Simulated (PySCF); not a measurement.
The calculation used PySCF 2.14.0, delta-SCF UKS SCAN, pcX-2 on the ionised atom, pcseg-1 elsewhere, spin-free X2C. Geometries: GFN2-xTB; isolated species, one conformer each. Values against the vacuum level.

(1) Order these sites by rising C 1s binding energy.
A. C1 in `[CH3:1][CH2:2][c:3]1[cH:4][cH+:5]1`
B. C3 in `[CH:1]#[C:2]/[C:3](=[CH:4]\[Cl:5])[N:6]=[CH2:7]`
C. C4 in `[Cl:1][c:2]1[cH:3][cH:4][n:5][cH:6][cH:7]1`
D. C6 in `[CH3:1][C:2]1=[C:3]([C:4]#[N:5])[C@H:6]1[Cl:7]`

Results:

(1) C (291.56 eV), B (292.09 eV), D (293.00 eV), A (295.26 eV).

From the lowest up, the atoms are bonded to: N (aromatic in the SMILES), C (aromatic in the SMILES) and H (291.56); N, C (double bond) and C (292.09); Cl, 2 C and H (293.00); C and 3 H in a species of charge +1 (295.26).

1 of these hole states is spin-contaminated (⟨S²⟩ 0.86, against 0.75; counted from 0.85) and less certain.
